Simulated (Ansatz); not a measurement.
Reactions of C$_{6}$H$_{12}$ (`C/C=C/C(C)C`).

Program: Ansatz. Geometries: PBE0-D4/def2-TZVP. ΔE: electronic, gas phase. CBS: MP2 limit from def2 TZ/QZ plus the TZ coupled-cluster correction, frozen cores. This one scheme is used for every species, atoms too. Double bonds are as drawn, so ΔE can hold a change between cis and trans. No spin–orbit coupling; open shells (•) take unrestricted orbitals. Spin–orbit coupling would lower the free atoms: a little for C. Each species was taken in one conformer, which may not be the lowest.

(1) Order these by ΔE at CCSD(T)/CBS, lowest first. (An estimate is asked.)
A. `C/C=C/C(C)C` → 6 C• + 12 H•
B. `C/C=C/C(C)C` + propane → `CC(C)/C=C/C(C)C` + CH₄
C. `C/C=C/C(C)C` → `C=C(CC)CC`

Largest T1 diagnostic: 0.009, for `C=C(CC)CC`.

## Answers

(1) B (-15.1 kJ/mol), C (+2.6 kJ/mol), A (+7304.5 kJ/mol).
